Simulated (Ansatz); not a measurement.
Steps of a relaxation of C$_{2}$H$_{9}$NSi$_{2}$ (`C=C[SiH2]N[SiH3]`) with RKS PBE0-D4/def2-TZVP.

```sh
$ ansatz run in.yaml --threads 4 --pin off --events-out ev --progress --plain --max-ram 10444MiB
```

```yaml
crystal:
  periodic: [false, false, false]
  atoms:
    - {symbol: C, position_ang: [-1.333991, 1.864049, 0.142160]}
    - {symbol: C, position_ang: [-0.398133, 1.636833, 1.085630]}
    - {symbol: Si, position_ang: [0.562381, 0.025927, 1.186243]}
    - {symbol: N, position_ang: [-0.030187, -1.154295, 0.030207]}
    - {symbol: Si, position_ang: [0.650818, -1.614706, -1.517593]}
    - {symbol: H, position_ang: [-1.895446, 2.812650, 0.076564]}
    - {symbol: H, position_ang: [-1.576754, 1.095573, -0.613860]}
    - {symbol: H, position_ang: [-0.191591, 2.431027, 1.827950]}
    - {symbol: H, position_ang: [0.450618, -0.516981, 2.589420]}
    - {symbol: H, position_ang: [2.017378, 0.253998, 0.876246]}
    - {symbol: H, position_ang: [-0.938080, -1.573640, 0.258498]}
    - {symbol: H, position_ang: [0.750294, -3.113684, -1.647130]}
    - {symbol: H, position_ang: [2.022617, -1.008367, -1.595864]}
    - {symbol: H, position_ang: [-0.163624, -1.124684, -2.690770]}
basis:
  gaussian: {orbitals: def2-TZVP}
hamiltonian: {xc: pbe0, dispersion: d4}
relax: {f_tol: 0.005, max_steps: 150}
```

Positions (Å) and forces (eV/Å) along the path, 10 of 25 steps:

```xyz
14
step=1 energy=-19457.4656 eV
C    -1.334    1.864    0.142    0.313   -0.105    0.308
C    -0.398    1.637    1.086   -0.435    0.255   -0.356
Si    0.562    0.026    1.186   -0.143   -0.291   -0.314
N    -0.030   -1.154    0.030   -0.057    0.025   -0.029
Si    0.651   -1.615   -1.518   -0.079    0.109    0.338
H    -1.895    2.813    0.077    0.309   -0.518    0.060
H    -1.577    1.096   -0.614    0.148    0.437    0.407
H    -0.192    2.431    1.828   -0.115   -0.374   -0.393
H     0.451   -0.517    2.589    0.001    0.118   -0.314
H     2.017    0.254    0.876   -0.327   -0.031    0.061
H    -0.938   -1.574    0.258    0.574    0.258   -0.134
H     0.750   -3.114   -1.647   -0.040    0.338    0.053
H     2.023   -1.008   -1.596   -0.302   -0.123    0.023
H    -0.164   -1.125   -2.691    0.154   -0.097    0.291
14
step=5 energy=-19457.5400 eV
C    -1.316    1.854    0.137    0.010    0.033   -0.024
C    -0.394    1.614    1.065   -0.024    0.027   -0.037
Si    0.549    0.014    1.166   -0.010   -0.004    0.016
N    -0.025   -1.155    0.033    0.036    0.007   -0.005
Si    0.643   -1.592   -1.496    0.007    0.001   -0.007
H    -1.856    2.794    0.078   -0.006    0.018    0.036
H    -1.566    1.118   -0.621    0.011   -0.063   -0.011
H    -0.188    2.399    1.794    0.021   -0.010    0.018
H     0.423   -0.515    2.553   -0.004   -0.011    0.000
H     1.987    0.249    0.873   -0.001    0.006   -0.001
H    -0.892   -1.610    0.280   -0.034   -0.012    0.013
H     0.753   -3.070   -1.627   -0.002   -0.003    0.004
H     1.989   -0.976   -1.585    0.002    0.008   -0.002
H    -0.181   -1.111   -2.641   -0.006    0.002    0.000
14
step=7 energy=-19457.5404 eV
C    -1.310    1.846    0.128   -0.023   -0.024   -0.001
C    -0.385    1.616    1.056   -0.011    0.016   -0.006
Si    0.547    0.011    1.176   -0.001    0.004   -0.046
N    -0.023   -1.154    0.038    0.100    0.018   -0.024
Si    0.639   -1.581   -1.497   -0.015    0.006    0.016
H    -1.854    2.784    0.067    0.011    0.022    0.001
H    -1.567    1.094   -0.614    0.012   -0.009    0.003
H    -0.169    2.408    1.772    0.006    0.007    0.022
H     0.405   -0.524    2.558   -0.010    0.004    0.014
H     1.989    0.247    0.900    0.003   -0.014    0.000
H    -0.885   -1.616    0.287   -0.073   -0.038    0.024
H     0.751   -3.059   -1.634    0.005    0.000   -0.001
H     1.983   -0.960   -1.595    0.000    0.005    0.007
H    -0.195   -1.099   -2.633   -0.005    0.002   -0.008
14
step=10 energy=-19457.5420 eV
C    -1.288    1.832    0.102    0.019    0.029    0.004
C    -0.362    1.616    1.032    0.007   -0.001    0.004
Si    0.537   -0.005    1.199    0.023    0.004    0.025
N    -0.009   -1.185    0.065   -0.097   -0.075    0.013
Si    0.616   -1.548   -1.502    0.015    0.013    0.003
H    -1.807    2.784    0.009   -0.003   -0.029   -0.005
H    -1.562    1.060   -0.612   -0.007    0.010   -0.001
H    -0.124    2.426    1.723   -0.005   -0.020   -0.019
H     0.329   -0.523    2.582    0.007    0.003   -0.021
H     1.993    0.206    0.976   -0.023    0.004    0.004
H    -0.841   -1.694    0.338    0.083    0.056   -0.030
H     0.801   -3.017   -1.673   -0.004    0.029   -0.001
H     1.924   -0.854   -1.628   -0.030   -0.012    0.003
H    -0.279   -1.084   -2.602    0.013   -0.012    0.021
14
step=12 energy=-19457.5433 eV
C    -1.252    1.810    0.061    0.000   -0.003    0.002
C    -0.342    1.603    1.008    0.031   -0.001   -0.008
Si    0.531   -0.027    1.231   -0.009    0.020    0.012
N    -0.001   -1.219    0.102    0.012   -0.023   -0.074
Si    0.585   -1.507   -1.498   -0.003    0.011    0.050
H    -1.754    2.766   -0.067    0.013   -0.024   -0.005
H    -1.533    1.021   -0.634   -0.004    0.020    0.015
H    -0.092    2.431    1.674   -0.015   -0.019   -0.003
H     0.279   -0.529    2.612    0.005    0.008   -0.020
H     1.994    0.173    1.049   -0.018   -0.001    0.002
H    -0.809   -1.756    0.387    0.025    0.010   -0.014
H     0.846   -2.958   -1.719   -0.012    0.054    0.000
H     1.848   -0.735   -1.648   -0.047   -0.027    0.014
H    -0.374   -1.060   -2.551    0.024   -0.023    0.028
14
step=13 energy=-19457.5434 eV
C    -1.243    1.807    0.052   -0.004   -0.004    0.001
C    -0.334    1.602    1.001   -0.024   -0.025    0.038
Si    0.530   -0.030    1.236    0.001    0.024    0.003
N     0.000   -1.226    0.108    0.011   -0.014   -0.065
Si    0.580   -1.498   -1.496   -0.013   -0.008    0.041
H    -1.740    2.765   -0.082    0.002   -0.022    0.006
H    -1.530    1.015   -0.635    0.017    0.023   -0.007
H    -0.093    2.428    1.672    0.022   -0.003   -0.031
H     0.271   -0.528    2.616    0.000    0.007   -0.018
H     1.994    0.165    1.060   -0.011   -0.003    0.004
H    -0.803   -1.769    0.395    0.022    0.009   -0.013
H     0.857   -2.945   -1.728   -0.003    0.048    0.007
H     1.831   -0.709   -1.648   -0.048   -0.025    0.006
H    -0.394   -1.065   -2.541    0.028   -0.007    0.027
14
step=16 energy=-19457.5443 eV
C    -1.229    1.803    0.041    0.000    0.001   -0.006
C    -0.329    1.596    0.998    0.012    0.002   -0.008
Si    0.526   -0.038    1.243   -0.010    0.000    0.008
N    -0.002   -1.234    0.115   -0.007   -0.005   -0.008
Si    0.567   -1.487   -1.493    0.003    0.003    0.001
H    -1.718    2.762   -0.102    0.001   -0.002    0.004
H    -1.513    1.011   -0.648   -0.002   -0.001    0.004
H    -0.079    2.427    1.659   -0.002   -0.002    0.002
H     0.254   -0.532    2.621    0.001   -0.003    0.001
H     1.992    0.152    1.079    0.000    0.002    0.001
H    -0.792   -1.791    0.408    0.012    0.009   -0.001
H     0.888   -2.921   -1.733   -0.003    0.006   -0.001
H     1.790   -0.661   -1.654   -0.003   -0.003    0.001
H    -0.426   -1.076   -2.525    0.000   -0.008    0.002
14
step=23 energy=-19457.5447 eV
C    -1.202    1.798    0.021   -0.006   -0.002    0.006
C    -0.303    1.593    0.980    0.007    0.001   -0.005
Si    0.514   -0.055    1.261   -0.003    0.001    0.001
N    -0.005   -1.248    0.126    0.000    0.000   -0.001
Si    0.546   -1.461   -1.494   -0.001    0.000    0.002
H    -1.667    2.766   -0.143    0.001    0.001   -0.002
H    -1.512    0.997   -0.645    0.002    0.001   -0.002
H    -0.028    2.433    1.617   -0.002   -0.001    0.001
H     0.190   -0.544    2.630    0.001    0.000    0.000
H     1.987    0.117    1.149    0.000    0.001   -0.001
H    -0.761   -1.842    0.433    0.000    0.000   -0.001
H     0.969   -2.866   -1.748    0.000    0.000    0.000
H     1.699   -0.546   -1.680    0.000    0.000    0.000
H    -0.502   -1.129   -2.501    0.000    0.000    0.000
14
step=24 energy=-19457.5447 eV rejected
C    -1.202    1.798    0.021   -0.002   -0.001    0.002
C    -0.302    1.593    0.980    0.002    0.000   -0.001
Si    0.513   -0.055    1.261   -0.002    0.000    0.002
N    -0.005   -1.248    0.126   -0.001   -0.006   -0.009
Si    0.546   -1.461   -1.494    0.003    0.003    0.001
H    -1.667    2.766   -0.143    0.000    0.000    0.000
H    -1.511    0.997   -0.645    0.001    0.000    0.000
H    -0.028    2.433    1.618    0.000    0.000    0.000
H     0.190   -0.544    2.630    0.000    0.000    0.000
H     1.987    0.117    1.149    0.000    0.000    0.000
H    -0.761   -1.843    0.432    0.000    0.003    0.006
H     0.970   -2.865   -1.747    0.000    0.000    0.000
H     1.699   -0.545   -1.680    0.000    0.000    0.000
H    -0.502   -1.129   -2.501    0.000    0.000    0.000
14
step=25 energy=-19457.5447 eV
C    -1.202    1.798    0.021    0.000    0.000    0.001
C    -0.302    1.593    0.980    0.000    0.000   -0.001
Si    0.513   -0.055    1.261    0.000    0.000    0.000
N    -0.005   -1.248    0.126    0.000    0.000    0.000
Si    0.546   -1.461   -1.494    0.000    0.000    0.000
H    -1.667    2.766   -0.143    0.000    0.000    0.000
H    -1.511    0.997   -0.645    0.000    0.000    0.000
H    -0.028    2.433    1.618    0.000    0.000    0.000
H     0.190   -0.544    2.630    0.000    0.000    0.000
H     1.987    0.117    1.149    0.000    0.000    0.000
H    -0.761   -1.843    0.433   -0.001    0.000    0.000
H     0.970   -2.865   -1.747    0.000    0.000    0.000
H     1.699   -0.545   -1.680    0.000    0.000    0.000
H    -0.502   -1.129   -2.501    0.000    0.000    0.000
```

Hardware: 4 threads of an AMD EPYC 9R14 on a shared host. Wall time 67 s, peak host memory 0.66 GiB.
